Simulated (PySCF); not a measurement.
Atoms are numbered as in `[CH2:1]=[CH:2][c:3]1[cH:4][cH:5][cH:6][cH:7][c:8]1[NH:9][CH3:10]`; H(Xn) means a hydrogen on atom n. Ha(C1) is cis to C3; Hb(C1) is trans to C3.

- shieldings: GIAO PBE0/pcSseg-1
- geometry from GFN2-xTB
- run in PySCF 2.14
- fast rotation and ring inversion assumed for equivalent nuclei, gas phase, a single conformation, non-relativistic

Scale: TMS for ¹³C (σref 186.93) (reference shieldings calculated alike).

Question: Do the ¹³C shifts follow the atomic charges (in e)? Tabulate both.

Answer: 
```csv
atoms,hybridisation,δ (ppm),σ para (ppm),Hirshfeld,IAO,Mulliken,ESP-fitted
C8,sp2,150.1,-216,+0.05,+0.11,+0.26,+0.38
C2,sp2,141.0,-207,-0.05,-0.15,-0.14,-0.09
C6,sp2,135.4,-202,-0.05,-0.14,-0.06,-0.11
C4,sp2,133.2,-197,-0.05,-0.14,-0.03,-0.06
C3,sp2,128.6,-202,-0.02,-0.05,-0.26,-0.13
C5,sp2,122.1,-190,-0.07,-0.19,-0.07,-0.29
C1,sp2,121.8,-190,-0.10,-0.32,-0.13,-0.45
C7,sp2,112.4,-181,-0.08,-0.21,-0.10,-0.31
C10,sp3,31.9,-88,-0.06,-0.31,-0.09,-0.25
```

Correlation coefficients of δ with charge over these carbons: Hirshfeld +0.36, IAO +0.63, Mulliken +0.25, ESP-fitted +0.44; with the paramagnetic shielding -1.00. Among the 8 sp2 carbons alone: Hirshfeld +0.81, IAO +0.76, Mulliken +0.60, ESP-fitted +0.87. With so few points, grouped by hybridisation, these coefficients are fragile. Charge is one influence among several: hybridisation and low-lying excitations act through the paramagnetic term.

Shifts are as computed. Against solution values, carbons near 30 ppm lie about +3 ppm off and those near 130 ppm about +5 ppm. Of 1211 compounds with measured shifts, 218 miss one by over three times the rms of a fit or turn the order of signals round; such compounds aren't used in these exercises.
